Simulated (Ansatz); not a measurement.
Frontier orbitals of CH$_{3}$BFI (`FCBI`).

```xyz
7

F     1.2481    0.2747    1.1821
C     0.2851   -0.4442    0.5066
B    -0.4669    0.2998   -0.6300
I    -0.0557    2.2966   -1.1306
H     0.7538   -1.3470    0.0852
H    -0.4542   -0.8101    1.2359
H    -1.3101   -0.2698   -1.2493
```

The species carries charge 0 and has multiplicity 1. Correlated methods include outer-core shells of I, which these sets cover unevenly. I: def2 effective core potential. Geometry: relaxed with PBE0-D4/def2-TZVP. It is one conformer, not always the lowest. Basis def2-TZVPP, the Gaussian-basis code of Ansatz.

Orbital energies of one run (eV). Highest occupied ones, from the top: -7.33, -8.01, -9.13, -9.80, -9.88, -12.03, -13.57, -13.70, -14.24, -19.17, -19.90, -32.71, -52.02, -52.03. Empty: -2.08, 0.07, 0.73, 1.65, 2.06, 2.31.

Which functional gave them?
A. BLYP
B. B3LYP
C. B97M-V
D. BHLYP

B. HOMO energies: B3LYP -7.33, BHLYP -8.54, B97M-V -6.70, BLYP -6.26 eV.

B3LYP here is the variant with VWN-RPA as its local correlation; programs differ in this.
